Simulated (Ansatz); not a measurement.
Si oxide hydroxide: r2SCAN-D4/def2-TZVP single points in Ansatz on relaxed structures, gas phase. Each cluster is the lowest isomer that a short search found in that spin, judged at the geometry's level, and lower ones may exist. Binding counts from free atoms in the multiplicity of their measured ground term, without zero-point energy. A dash marks a value that wasn't run or was left out as unsound. The structures are stationary points that may keep the symmetry of their start. Remarks come from the PBE and PBE0 runs and from stability tests at other levels; not every state was tested. HOMO above LUMO (over both spins in singlets and doublets, within one spin in higher multiplets; at PBE or PBE0), or a gap under 0.15 eV within one spin, warns that the state may not be the lowest or that an electron is smeared out.

```
species  atoms    state            geometry  HOMO (eV)  LUMO (eV)  gap (eV)  vertical IE (eV)  vertical triplet (eV)  binding per atom (eV)  point group (within 0.1 Å)                                                                                                            remarks
 SiO3H2      6  singlet    PBE-D4/def2-TZVP      -7.12      -1.68      5.44             10.88                   5.09                   4.30                          Cs  gap within one spin near zero at PBE or PBE0 (+1 doublet), gap within one spin near zero at PBE or PBE0 (triplet)
 SiO4H4      9  singlet  r2SCAN-D4/def2-SVP      -5.72      -1.94      3.78              9.64                   2.39                   3.66                           –                                                                                      restricted SCF unstable in HF
Si4O9H2     15  singlet     PBE-D4/def2-SVP      -6.35      -4.47      1.88                 –                      –                   4.93                           –                                                                                                                  –
```

The gap (eV) runs from 1.88 (Si4O9H2) to 5.44 (SiO3H2). The binding per atom (eV) runs from 3.66 (SiO4H4) to 4.93 (Si4O9H2).
